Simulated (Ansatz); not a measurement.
LiNbO₃, relaxed as a triplet with UKS B3LYP-D4/def2-TZVP in Ansatz, starting from the B3LYP-D4/def2-TZVP geometry of the neutral singlet. Force threshold 0.02 eV/Å.

In the def2 sets Nb takes a core potential; there is no spin–orbit coupling. The structure holds one bond between oxygen atoms, so isomers without such links may lie far lower. The relaxation made no stability test and no search for a lower SCF solution. The structure comes from a short search, and lower isomers may exist.

Start:

Cartesian coordinates in Å:
```
Li -0.7779 0.8740 0.6012
Nb 0.3428 -0.9385 -0.8199
O 0.6902 -0.2770 1.0368
O 1.0457 0.7305 0.0323
O -1.3007 -0.3889 -0.8504
```

(1) Estimate the energy that the relaxation releases and the steps that it takes.

(2) Does the start keep its bonding and symmetry?

(3) Predict the relaxed structure.

Answers

(1) 0.07 eV, in 6 steps; 12 s on 4 threads of Arm Neoverse V2 on a shared host. No frequencies were taken in this run, so the end may be a saddle point.

(2) By distances, no bond broke or formed. The bond that changes most is Li1–O5, from 1.99 to 2.07 Å (atoms count from 1). Point group Cs at the start, Cs at the end, both within 0.05 Å.

(3) 
```xyz
5

Li   -0.775    0.868    0.596
Nb    0.317   -0.909   -0.799
O     0.731   -0.275    1.062
O     1.090    0.741    0.049
O    -1.363   -0.425   -0.908
```
Bond lengths (bridged metal pairs left out): 3 × Nb–O 1.75 to 2.01 Å; 3 × Li–O 1.95 to 2.07 Å; 1 × O–O 1.48 Å.
